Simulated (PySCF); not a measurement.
C2H4NO, SMILES C[N]C=O, multiplicity 2. The structure is a stationary point at PBE-D3(BJ)/def2-SVP. The isomer is the one that the SMILES or the coordinates give; other isomers of the formula were not compared. Other conformers were not sampled.

Computed equilibrium geometry at PBE-D3(BJ)/def2-SVP (PySCF confirms it by a frequency run) as bond lengths and angles (one conformer of several):
Atoms: C1 N2 C3 O4 H5 H6 H7 H8. Bonded distances (Å): C1–N2 1.426, C1–H5 1.114, C1–H6 1.116, C1–H7 1.112, N2–C3 1.361, C3–O4 1.240, C3–H8 1.121. Angles (°): N2–C1–H5 110.2, N2–C1–H6 107.9, N2–C1–H7 114.3, H5–C1–H6 104.5, H5–C1–H7 109.5, H6–C1–H7 109.9, C1–N2–C3 120.5, N2–C3–O4 121.4, N2–C3–H8 115.2, O4–C3–H8 122.9.
Charge 0, spin multiplicity 2.
